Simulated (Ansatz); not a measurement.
Consider the isomerisation: `[SiH3]/C=C/[SiH2]Cl` → `C=C[SiH2][SiH2]Cl`.

Program: Ansatz. Geometries: PBE0-D4/def2-TZVP. ΔE: electronic, gas phase. CBS: MP2 limit from def2 TZ/QZ plus the TZ coupled-cluster correction, frozen cores. DFT in def2-TZVPP. One conformer a species, not always the lowest.

| level | ΔE (kcal/mol) |
| --- | --- |
| LC-ωPBE | 0.2 |
| HF/CBS(def2) | 3.1 |

(1) What does CCSD(T)/CBS give? (Best estimate.)

(2) What do rigid-rotor, harmonic-oscillator terms from PBE0-D4/def2-TZVP frequencies (298.15 K, 1 bar) make of the CCSD(T)/CBS value? (Best estimate.)

Largest T1 diagnostic among the species: 0.011.

## Answers

(1) The calculation gave: +1.3 kcal/mol. The listed levels differ from it by -1.1, 1.8 kcal/mol.

(2) The calculation gave: ΔZPE = +1.3 kcal/mol, ΔH = +2.7 kcal/mol, ΔS = 6 J/(mol·K), ΔG = +2.2 kcal/mol. Modes under 50 cm⁻¹ make the entropy rough.

Leaving LDA and LC-ωPBE aside and taking each functional with its dispersion term where it has one, the values, not all of them listed here, spread over 3.6 kcal/mol, from PBE-D4 to ωB97M-V. LDA lies +0.7 kcal/mol from PBE without D4. From BLYP to BHLYP (50 % exact exchange), in def2-TZVPP and without D4, ΔE moves by +1.3 kcal/mol.

CCSD(T)/CBS has its own doubt, a few kJ/mol and more with outer-core shells, so smaller differences from it don't rank the levels.
